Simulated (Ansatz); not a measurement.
Consider the formal exchange of groups at the Al–Si bond: `[NH2][AlH][SiH]([SiH3])Cl` + `BF` → `[NH2][AlH][BH]F` + `[SiH3][SiH2]Cl`.

Isolated molecules relaxed with PBE0-D4/def2-TZVP in Ansatz; ΔE leaves out vibrations. CBS: MP2 limit from def2 TZ/QZ plus the TZ coupled-cluster correction, frozen cores. This one scheme is used for every species. Each species was taken in one conformer, which may not be the lowest.

| species | MP2/CBS(def2) energy (Eh) |
| --- | --- |
| `[NH2][AlH][SiH]([SiH3])Cl` | -1338.84016 |
| `BF` | -125.79579 |
| `[NH2][AlH][BH]F` | -423.71467 |
| `[SiH3][SiH2]Cl` | -1040.89968 |

(1) Work out ΔE.

Largest T1 diagnostic among the species: 0.014.

Results:

(1) ΔE = (-423.71467) + (-1040.89968) − (-1338.84016) − (-125.79579) = 0.02160 Eh = +13.6 kcal/mol. CCSD(T)/CBS gives +12.6 kcal/mol.

In def2-TZVPP, CCSD(T) changes the Hartree–Fock value by +1.6 kcal/mol (the triples alone add +0.5 kcal/mol) and MP2 by +2.6 kcal/mol. The D4 term adds +1.8 kcal/mol with B3LYP and +1.1 kcal/mol with PBE0; it sums over pairs of atoms, weighted by their polarisabilities, and B3LYP, whose exchange is more repulsive, gets the larger term.

B3LYP here is the variant with VWN-RPA as its local correlation; programs differ in this.
